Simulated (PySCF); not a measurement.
Does the answer move with the share of exact exchange?

C₂H₉BClN.
InChI=1S/C2H9BClN/c1-2-3(4)5/h3H,2H2,1,5H3/t3-/m0/s1

Torsions of this conformer, `[CH3:1][CH2:2][B@H-:3]([NH3+:4])[Cl:5]`: C1–C2–B3–N4 -64°.

PySCF, pcSseg-1 basis, density fitting, gas phase, PBE0-D3(BJ)/def2-SVP geometry. One functional is left out:

```tsv
functional	exact exchange (%)	HOMO energy (eV)	LUMO energy (eV)	dipole moment (D)
B97-D	0	-5.83	-0.69	5.684
BLYP	0	-5.69	-0.83	5.613
BP86	0	-5.94	-0.71	5.686
LDA	0	-5.93	-0.94	5.680
OPBE	0	-5.80	-0.56	5.723
PBE	0	-5.83	-0.80	5.651
B3LYP	20	-6.94	-0.29	5.758
B97-2	21	-6.93	0.08	5.808
PBE0	25	-7.18	0.08	5.817
BHandHLYP	50	-8.43	0.75	5.898
```

Task: Predict the row of mPW1PW91 (25 % exact exchange) by straight lines through the other rows, and check it.

Result: 
| property | line | computed | computed − line | PBE0 (25 %), for comparison |
| --- | --- | --- | --- | --- |
| HOMO energy (eV) | -7.15 | -7.21 | -0.06 | -7.18 |
| LUMO energy (eV) | 0.02 | 0.06 | +0.04 | 0.08 |
| dipole moment (D) | 5.796 | 5.827 | +0.031 | 5.817 |

Task: Which of these properties follows the share of exact exchange most closely, and which least?

Result: Most closely the HOMO energy, least the dipole moment; the correlations over the tabulated rows are HOMO energy -0.997, LUMO energy 0.971, dipole moment 0.933. The HOMO energy moves by -0.523 eV for every 10 %. Functionals with the same share still differ in their other parts: at 0 % BLYP and BP86 differ by 0.25 eV in it.
